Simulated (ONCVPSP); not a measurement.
# Varying the ONCV potential for phosphorus (P)

Base potential:

P (Z = 15), optimised norm-conserving Vanderbilt (ONCV), made with ONCVPSP 4.0.1 (PBE, scalar-relativistic). Core [Ne], reference 3s2 3p3. Waves: 3s: rc 1.65 bohr, ncon 4, nbas 8, qcut 3 1/bohr, 2 projectors, debl 3.7 Ha; 3p: rc 1.25 bohr, ncon 4, nbas 8, qcut 7.3 1/bohr, 2 projectors, debl 2 Ha; d scattering state at 0.44 Ha: rc 1.40 bohr, ncon 3, nbas 8, qcut 7.8 1/bohr, 2 projectors, debl 3.3 Ha. Local part: polynomial inside 1.15 bohr (lpopt 5, dvloc0 -1 Ha). Core correction: polynomial model core, fcfact 0.7.

Cutoffs, loose and tight: the cutoffs (Ha) at which the residual kinetic energy of the hardest occupied pseudo-wave falls to 1 and 0.1 mHa per electron. They do not see the model core or the augmentation charge, which bear on the density cutoff. Test errors are all-electron minus pseudo excitation energies from the reference, over the configurations 3s2 3p2; 3s2 3p1; 3s2 3p0; 3s2 3p2.5. A dash means not determined; rows that change the core or the reference have their own tests.

For the base: The cutoffs count occupied waves only; projector 2 of the p channel, the hardest unoccupied one, needs 153 Ha at the loose tolerance.

A true bound ghost makes a file unfit for plane-wave use even where its test errors are small: the radial tests pick states by their node count and pass the ghost by.

```json
{"change": "base", "outcome": "generated", "cutoff, loose": "51 Ha", "cutoff, tight": "116 Ha", "bound ghosts": "p", "GHOST(+) flags above zero": "s", "largest test error (meV)": "+44"}
{"change": "p: qcut 4.5", "outcome": "generated", "cutoff, loose": "69 Ha", "cutoff, tight": "128 Ha", "bound ghosts": "p", "GHOST(+) flags above zero": "s, p", "largest test error (meV)": "+47"}
{"change": "p: qcut 6", "outcome": "generated", "cutoff, loose": "51 Ha", "cutoff, tight": "125 Ha", "bound ghosts": "p", "GHOST(+) flags above zero": "s", "largest test error (meV)": "+46"}
{"change": "p: qcut 6.7", "outcome": "generated", "cutoff, loose": "51 Ha", "cutoff, tight": "122 Ha", "bound ghosts": "p", "GHOST(+) flags above zero": "s", "largest test error (meV)": "+45"}
{"change": "p: qcut 8.5", "outcome": "generated", "cutoff, loose": "51 Ha", "cutoff, tight": "63 Ha", "bound ghosts": "p", "GHOST(+) flags above zero": "s", "largest test error (meV)": "+41"}
{"change": "p: qcut 9.3", "outcome": "generated", "cutoff, loose": "51 Ha", "cutoff, tight": "63 Ha", "bound ghosts": "p", "GHOST(+) flags above zero": "s", "largest test error (meV)": "+39"}
{"change": "p: qcut 10.2", "outcome": "generated", "cutoff, loose": "51 Ha", "cutoff, tight": "63 Ha", "bound ghosts": "p", "GHOST(+) flags above zero": "s", "largest test error (meV)": "+37"}
{"change": "p: qcut 10.9", "outcome": "generated", "cutoff, loose": "51 Ha", "cutoff, tight": "63 Ha", "bound ghosts": "p", "GHOST(+) flags above zero": "s", "largest test error (meV)": "+36"}
```

What comes out with this change to the base: p: qcut 5.1?

outcome: generated; cutoff, loose: 67 Ha; cutoff, tight: 128 Ha; bound ghosts: p; GHOST(+) flags above zero: s, p; largest test error (meV): +47.

What comes out with this change to the base: p: qcut 7.6?

outcome: generated; cutoff, loose: 51 Ha; cutoff, tight: 111 Ha; bound ghosts: p; GHOST(+) flags above zero: s; largest test error (meV): +43.

Reading the sweep of the qcut of the p channel (base included, trends over the rows without a ghost): Bound ghosts are found at 4.5, 5.1, 6, 6.7, 7.3, 7.6, 8.5, 9.3, 10.2, 10.9 1/bohr. Every judged row has one, so this setting neither creates nor removes them.
